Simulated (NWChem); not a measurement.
Molecule: C₃H₆Si; SMILES C=C=C[SiH3]

```xyz
10

C      0.3431     2.3820     0.2115
C     -0.2010     1.2216    -0.0489
C     -0.7236     0.0470    -0.3016
Si     0.2041    -1.5551    -0.0091
H      0.9134     2.9229    -0.5405
H      0.2420     2.8498     1.1883
H     -1.7408     0.0040    -0.6984
H     -0.5287    -2.4178     0.9591
H      0.3407    -2.3228    -1.2782
H      1.5554    -1.2553     0.5288
```
Atoms are numbered in this order, from 1.

Level: B3LYP/6-31G* (spherical d) (NWChem), optimised geometry, unscaled harmonic frequencies. 

### Question
List the harmonic frequencies with IR intensities, and the thermochemistry.

### Answer
```json
[
 {"frequency (cm⁻¹)": "98", "IR intensity (km/mol)": "0.0"},
 {"frequency (cm⁻¹)": "154", "IR intensity (km/mol)": "0.0"},
 {"frequency (cm⁻¹)": "347", "IR intensity (km/mol)": "4.2"},
 {"frequency (cm⁻¹)": "436", "IR intensity (km/mol)": "0.6"},
 {"frequency (cm⁻¹)": "473", "IR intensity (km/mol)": "14.4"},
 {"frequency (cm⁻¹)": "599", "IR intensity (km/mol)": "17.9"},
 {"frequency (cm⁻¹)": "697", "IR intensity (km/mol)": "53.4"},
 {"frequency (cm⁻¹)": "781", "IR intensity (km/mol)": "15.6"},
 {"frequency (cm⁻¹)": "842", "IR intensity (km/mol)": "53.6"},
 {"frequency (cm⁻¹)": "889", "IR intensity (km/mol)": "46.2"},
 {"frequency (cm⁻¹)": "942", "IR intensity (km/mol)": "290.3"},
 {"frequency (cm⁻¹)": "947", "IR intensity (km/mol)": "36.6"},
 {"frequency (cm⁻¹)": "969", "IR intensity (km/mol)": "129.9"},
 {"frequency (cm⁻¹)": "1027", "IR intensity (km/mol)": "0.2"},
 {"frequency (cm⁻¹)": "1109", "IR intensity (km/mol)": "0.5"},
 {"frequency (cm⁻¹)": "1278", "IR intensity (km/mol)": "19.0"},
 {"frequency (cm⁻¹)": "1482", "IR intensity (km/mol)": "0.8"},
 {"frequency (cm⁻¹)": "2049", "IR intensity (km/mol)": "159.1"},
 {"frequency (cm⁻¹)": "2239", "IR intensity (km/mol)": "167.4"},
 {"frequency (cm⁻¹)": "2239", "IR intensity (km/mol)": "140.9"},
 {"frequency (cm⁻¹)": "2268", "IR intensity (km/mol)": "115.1"},
 {"frequency (cm⁻¹)": "3123", "IR intensity (km/mol)": "2.6"},
 {"frequency (cm⁻¹)": "3154", "IR intensity (km/mol)": "0.6"},
 {"frequency (cm⁻¹)": "3225", "IR intensity (km/mol)": "1.9"}
]
```

The zero-point energy is 44.8 kcal/mol and the thermal correction to the enthalpy at 298.15 K (with zero-point energy) is 49.0 kcal/mol. The heat capacity Cv is 19.9 cal/(mol K). The entropy at 298.15 K and 1 atm (symmetry number 1) is 74.5 cal/(mol K) and the dipole moment is 0.61 D.

Rigid rotor and harmonic oscillator; modes under 100 cm⁻¹ make the entropy uncertain.
